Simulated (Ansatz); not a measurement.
Relaxation of AlClH$_{4}$O$_{3}$Si (10 atoms, charge 0, multiplicity 1), to a largest force component of 0.02 eV/Å in at most 50 steps.

Theory: RKS B3LYP/def2-SVP in Ansatz.

```xyz
10
Properties=species:S:1:pos:R:3
O 0.600 -2.319 -0.957
Al 0.402 -1.290 0.570
Si -0.148 1.015 0.433
O -1.562 1.232 -0.327
O 1.103 1.828 -0.463
Cl -0.205 1.817 2.383
H -0.339 -2.606 -1.131
H 0.658 -1.965 1.985
H -1.520 0.829 -1.175
H 1.094 1.407 -1.314
```

Question: Where does it end, and by what steps?

Answer: The run converged. After 34 steps the energy has fallen by 1.027 eV; H10 moved furthest, 1.66 Å.

```tsv
step	energy less start (eV)	largest force component (eV/Å)	accepted
0	0.0000	2.518	yes
2	-0.4862	1.125	yes
4	-0.7267	0.716	yes
6	-0.8162	0.646	yes
8	-0.8503	0.254	yes
10	-0.8903	0.249	yes
12	-0.9024	1.418	no
14	-0.9414	0.262	yes
16	-0.9656	0.911	yes
18	-0.9921	0.668	no
20	-1.0045	0.432	yes
22	-1.0111	0.236	yes
24	-1.0174	0.055	yes
26	-1.0197	0.033	yes
28	-1.0247	0.045	yes
30	-1.0260	0.026	yes
32	-1.0268	0.154	yes
34	-1.0273	0.019	yes
```

```xyz
10
Properties=species:S:1:pos:R:3
O -0.679 -2.441 -0.268
Al 0.542 -1.433 0.381
Si 0.048 0.931 0.073
O -0.930 1.321 -1.217
O 1.447 1.797 -0.126
Cl -0.945 1.567 1.833
H -0.719 -3.401 -0.232
H 1.779 -2.068 1.143
H -1.818 0.942 -1.231
H 1.359 2.733 -0.354
```

Whether the end is a true minimum wasn't checked by a vibrational analysis.

The run took 46 s on 2 threads of AMD EPYC 9R45 (Zen 5), with other jobs on the host, peak memory 0.3 GiB.
